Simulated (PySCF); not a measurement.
PySCF input file for B(CF3)(Cl)(F) (CBClF4), SMILES FB(Cl)C(F)(F)F, ωB97X-D3(BJ)/def2-SVP. The structure is a stationary point at ωB97X-D3(BJ)/def2-SVP. The structure was generated by enumeration, and PubChem lists no compound with its InChIKey, so it may never have been made.

```python
import numpy as np
from pyscf import gto, scf, dft, df
from pyscf.hessian import thermo

mol = gto.M(
    atom='''
    B     0.09842608    0.03918426    0.73518912
    C     0.23444029   -0.36806121   -0.82383869
    F    -0.63523539    0.26088525   -1.62023361
    F     0.04324732   -1.69192554   -0.97052626
    F     1.47468732   -0.08156818   -1.26155120
    Cl   -1.05784504    1.21092175    1.27414737
    F     0.90447781   -0.55108305    1.58637565
    ''',
    basis='def2-SVP',
    charge=0,
    spin=0,
    max_memory=1600,
    verbose=3,
)
mf = dft.RKS(mol, xc='wb97x-d3bj').density_fit(auxbasis='def2-universal-jkfit')
mf.grids.level = 3
mf.conv_tol = 1e-11
mf.max_cycle = 100
mf.kernel()

# [left out here: the lines that compute and print the analytic Hessian (its translational invariance restored by hand, since the grid's response is missing), thermochemistry and intensities]
```

Log of the run:

```
converged SCF energy = -922.194036454524

WARN: DFTD3 does not support analytical Hessian, using finite difference


WARN: Mole.unit (angstrom) is changed to Bohr

Mode                                 0                   1                   2
Irrep
Freq [cm^-1]                      -19.9614            158.8294            182.5749
Reduced mass [au]                  20.6876             21.1252             17.9826
Force const [Dyne/A]               -0.0049              0.3140              0.3532
Char temp [K]                     -28.7200            228.5201            262.6847
Normal mode                   x     y     z       x     y     z       x     y     z
       0   B                -0.02 -0.02  0.00    0.04 -0.04  0.04    0.04  0.04 -0.01
       1   C                -0.01 -0.01  0.00    0.02 -0.01  0.03    0.05  0.06 -0.01
       2   F                -0.06 -0.07  0.01   -0.03  0.05  0.13    0.01  0.01  0.00
       3   F                 0.09 -0.02 -0.01   -0.01  0.00 -0.05    0.01  0.04  0.13
       4   F                -0.03  0.09  0.00   -0.01  0.00 -0.04    0.02 -0.01 -0.14
       5  Cl                 0.05  0.05 -0.01    0.00 -0.02 -0.09   -0.02 -0.02  0.00
       6   F                -0.08 -0.09  0.02    0.02  0.00  0.09   -0.06 -0.06  0.01
Mode                                 3                   4                   5
Irrep
Freq [cm^-1]                      274.3510            361.1962            490.5082
Reduced mass [au]                  20.1095             20.1971             19.5168
Force const [Dyne/A]                0.8918              1.5525              2.7666
Char temp [K]                     394.7300            519.6810            705.7321
Normal mode                   x     y     z       x     y     z       x     y     z
       0   B                 0.01 -0.01  0.00    0.03 -0.03  0.02   -0.04  0.01 -0.11
       1   C                -0.03  0.03  0.04   -0.03  0.02 -0.02   -0.01  0.00 -0.02
       2   F                -0.01  0.01  0.01    0.01 -0.03 -0.11   -0.04  0.05  0.04
       3   F                -0.03  0.03  0.10   -0.07  0.02  0.02    0.03 -0.00  0.04
       4   F                -0.01  0.05  0.09   -0.03  0.07  0.01    0.02 -0.02  0.04
       5  Cl                 0.00 -0.01 -0.07    0.05 -0.05 -0.02    0.07 -0.06 -0.01
       6   F                 0.06 -0.08 -0.09   -0.01  0.03  0.11   -0.10  0.08 -0.04
Mode                                 6                   7                   8
Irrep
Freq [cm^-1]                      504.4117            556.0499            638.6989
Reduced mass [au]                  16.3820             17.7788             12.4833
Force const [Dyne/A]                2.4558              3.2388              3.0003
Char temp [K]                     725.7362            800.0319            918.9455
Normal mode                   x     y     z       x     y     z       x     y     z
       0   B                -0.09 -0.10  0.02    0.01 -0.00  0.04    0.17  0.18 -0.03
       1   C                -0.04 -0.04  0.01   -0.06  0.06 -0.01   -0.04 -0.05  0.01
       2   F                 0.09  0.10 -0.02   -0.07  0.05 -0.07    0.03  0.04 -0.01
       3   F                 0.05 -0.08  0.05    0.11  0.06  0.00    0.02 -0.07 -0.01
       4   F                -0.09  0.03 -0.04   -0.04 -0.11  0.03   -0.07  0.01  0.03
       5  Cl                 0.01  0.01 -0.00    0.00 -0.00 -0.01   -0.01 -0.01  0.00
       6   F                 0.02  0.02 -0.00    0.03 -0.02  0.04   -0.03 -0.03  0.01
Mode                                 9                  10                  11
Irrep
Freq [cm^-1]                      743.6812           1011.7482           1189.3008
Reduced mass [au]                  17.4503             12.9123             13.3735
Force const [Dyne/A]                5.6863              7.7875             11.1449
Char temp [K]                    1069.9917           1455.6804           1711.1390
Normal mode                   x     y     z       x     y     z       x     y     z
       0   B                 0.03 -0.04 -0.03    0.10 -0.12 -0.18   -0.01 -0.00  0.00
       1   C                 0.00 -0.02 -0.10    0.01 -0.03 -0.08    0.17  0.18 -0.03
       2   F                -0.09  0.08 -0.03    0.03 -0.02  0.04   -0.01 -0.01  0.00
       3   F                -0.02 -0.10  0.04    0.01  0.07  0.02   -0.02 -0.08 -0.02
       4   F                 0.10  0.03  0.01   -0.06 -0.01  0.03   -0.08 -0.02  0.04
       5  Cl                -0.02  0.02  0.01   -0.03  0.03  0.02    0.00  0.00 -0.00
       6   F                 0.03 -0.02  0.04    0.01 -0.00  0.03    0.00  0.00 -0.00
Mode                                12                  13                  14
Irrep
Freq [cm^-1]                     1239.6045           1337.9933           1457.4699
Reduced mass [au]                  13.1575             12.4673             12.1437
Force const [Dyne/A]               11.9122             13.1502             15.1984
Char temp [K]                    1783.5149           1925.0745           2096.9747
Normal mode                   x     y     z       x     y     z       x     y     z
       0   B                -0.02  0.02  0.01   -0.15  0.14 -0.02   -0.08  0.04 -0.19
       1   C                 0.18 -0.16  0.05    0.00 -0.03 -0.16   -0.01  0.04  0.16
       2   F                -0.06  0.04 -0.05    0.03 -0.01  0.04   -0.01  0.01 -0.02
       3   F                -0.01  0.05  0.01    0.00  0.02  0.01   -0.00 -0.02 -0.02
       4   F                -0.05  0.00  0.01   -0.02 -0.00  0.02    0.02  0.00 -0.02
       5  Cl                 0.00 -0.00  0.00    0.01 -0.01 -0.01   -0.00  0.00  0.00
       6   F                 0.00 -0.00 -0.00    0.05 -0.04  0.05    0.05 -0.04  0.06
temperature 298.1500 [K]
pressure 101325.00 [Pa]
Rotational constants [GHz] 3.10461 1.58092 1.28709
Symmetry number 1
Zero-point energy (ZPE) 0.02312 [Eh]   60689.058 [J/mol]
                           tot       elec      trans        rot        vib
Entropy [J/mol/K]       331.296      0.000    169.855    118.499     42.942
Cv [J/mol/K]             80.758      0.000     12.472     12.472     55.815
Cp [J/mol/K]             89.072      0.000     20.786     12.472     55.815
Internal energy [J/mol]                      3718.434   3718.434  68501.156
Internal energy [Eh]   -922.16511  -922.19404
Enthalpy [J/mol]                             6197.391   3718.434  68501.156
Enthalpy [Eh]          -922.16417
Gibbs free energy [J/mol]                  -44444.807 -31612.115  55698.009
Gibbs free energy [Eh] -922.20179
mode   freq/cm-1   IR/(km/mol)
   1      -19.96         0.059
   2      158.83         2.265
   3      182.57         5.227
   4      274.35         0.870
   5      361.20         0.954
   6      490.51        11.693
   7      504.41        11.194
   8      556.05         3.099
   9      638.70        15.465
  10      743.68        36.694
  11     1011.75       315.627
  12     1189.30       267.090
  13     1239.60       210.174
  14     1337.99       289.231
  15     1457.47       104.514
max |gradient| / (hartree/bohr): 0.00015967811210239167
APT charges: [ 1.1928  1.4385 -0.5302 -0.5586 -0.5583 -0.4115 -0.5726]
```

Self-consistency was reached. The end point has an imaginary mode, so it is no minimum.

Cost: about 100 core-seconds (a rough figure).
